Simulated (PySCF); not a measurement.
## BiH₃, singlet: data card

Level of theory: PySCF, PBE0, basis Bi def2-TZVP with ECP60, H def2-TZVP (scalar-relativistic core potentials, no spin–orbit coupling, density fitting).

The structure is a minimum.

```xyz
4
charge 0 multiplicity 1, angstrom
Bi    0.0000    0.0000   -0.0146
H     1.4632    0.0000    1.0105
H    -0.7316    1.2671    1.0105
H    -0.7316   -1.2672    1.0105
```

| Quantity | Value |
| --- | --- |
| Point group | C3v |
| Bond lengths | Bi–H 1.787 Å (×3) |
| Bond angles | H–Bi–H 90.4° (×3) |
| Zero-point energy | 46.8 kJ/mol |
| Lowest empty level | -0.11 eV |
| Dipole moment | 1.08 D |
| Atomisation energy without zero-point energy | 732 kJ/mol |
| Enthalpy at 298.15 K above 0 K | 10.62 kJ/mol |
| Principal polarisabilities | 46.2, 46.2, 46.2 bohr³ |
| Rotational constants | 2.647, 2.647, 2.604 cm⁻¹ |
| Heat capacity Cp at 298.15 K | 42.3 J/(mol K) |
| Highest occupied level | -7.70 eV |
| Entropy at 298.15 K and 1 bar | 241.2 J/(mol K) |
| Rotational symmetry number | 3 |
| Principal quadrupole moments (Buckingham, traceless) about the centre of mass | -1.77, 0.88, 0.88 D Å |

Harmonic modes (masses in u: Bi 208.980, H 1.008):
```tsv
symmetry	ω (cm⁻¹)	IR (km/mol, summed over degenerate members)	μ (u)	type
a1	756	43.4	1.02	bend
e	776	24.7	1.01	bend
a1	1829	209	1.01	stretch
e	1840	482	1.01	stretch
```

In C3v the vibrations span 2a1 + 2e.

Charges (e):
```
  atom  Mulliken  Löwdin  polar tensor  Mayer order to Bi1
   Bi1      0.12    0.13          0.71                   –
H2,3,4     -0.04   -0.04         -0.24                0.98
```

Mulliken populations on Bi1 (electrons outside its core potential): s 3.89, p 8.89, d 10.08, f 0.02.

Counting electrons, bismuth keeps 2 of its valence electrons outside its bonds, so the VSEPR class is AX3E1 and the expected shape is trigonal pyramidal (C3v), as computed. The angle of 90° is close to 90°: the heavy centre bonds with nearly pure p orbitals and keeps its lone pair s-like.

With an element this heavy the missing spin–orbit coupling can shift these numbers.

The final relaxation and frequency run took of the order of 22 core-seconds on a shared host.
